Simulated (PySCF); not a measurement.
## Correlation energy of Si (silicon, neutral)

[Ne] 3s2 3p2, high-spin 3P determinant. Computed with PySCF 2.14 in cc-pVDZ-DK (4s3p1d, 18 functions), with scalar relativity by spin-free X2C-1e. Frozen: [Ne]; 4 electrons correlated.

MP2 pair energies summed by pair of shells (mhartree):

```csv
pair,energy,share (%)
3s-3p,-26.39,58.8
3s-3s,-14.00,31.2
3p-3p,-4.52,10.1
```

Total MP2 correlation energy: -44.91 mhartree.

Same-spin part -7.62 and opposite-spin part -37.30 mhartree; SCS-MP2 scales them by 1/3 and 6/5 to -47.29 mhartree.

| level | correlation energy (mhartree) |
| --- | --- |
| CCSD | -63.93 |
| (T) | -0.99 |
| CCSD(T) | -64.92 |

Diagnostics: T1 = 0.0096, D1 = 0.0253, largest double amplitude 0.106.

Cost of the coupled-cluster step: 0.09 s of wall time on 1 thread of Neoverse-V1 (shared host), for 4 correlated electrons.
